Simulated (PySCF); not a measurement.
# Re: excitation energy

Re [Xe] 4f14 5d5 6s2 (6S) → Re [Xe] 4f14 5d5 6s1 7s1 (8S), as a difference of total energies. All numbers are calculated (PySCF 2.14, a scalar-relativistic core potential, in aug-cc-pwCVTZ-PP with ECP60MDF (8s8p7d4f3g, 122 functions)). Correlated levels: valence: 5s2 5p6 frozen; valence and next inner shell: nothing frozen outside the core potential. The calculations carry no spin-orbit coupling.

```csv
method,excitation energy (cm⁻¹)
UHF,28713
LDA,43138
PBE,39125
PBE0,37828
r2SCAN,36562
BLYP,43774
B2PLYP,42538
r2SCAN0,36887
MP2 (valence),39474
SCS-MP2 (valence),42537
MP2 (valence and next inner shell),41002
SCS-MP2 (valence and next inner shell),42943
```

The promoted electron is Rydberg-like, and one or two diffuse shells describe it only roughly, which tends to raise the upper state.
